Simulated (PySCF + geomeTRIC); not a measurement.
A geometry relaxed with M06-2X/def2-TZVP in PySCF + geomeTRIC, charge 0, multiplicity 1:

```xyz
16

H     -2.1965    -1.2929     0.4999
B      1.2641    -1.4247     0.7690
H      0.8820    -0.1303    -2.2503
H      0.0350     1.3841    -1.9285
C     -0.3594     1.3238     1.2869
H      1.6609     1.1321    -1.2904
H     -1.5690    -1.6692    -1.1046
Si    -0.0603    -0.0768     0.0695
H      2.1358    -1.1174     1.5229
H     -0.8160     0.9609     2.2094
C      0.7091     0.6402    -1.4974
H     -1.0276     2.0730     0.8570
H      0.5773     1.8179     1.5508
H      1.2562    -2.5597     0.4027
C     -1.7063    -0.8671    -0.3774
H     -2.3837    -0.1288    -0.8118
```

### Question
Write the SMILES of this molecule.

### Answer
`B[Si](C)(C)C`
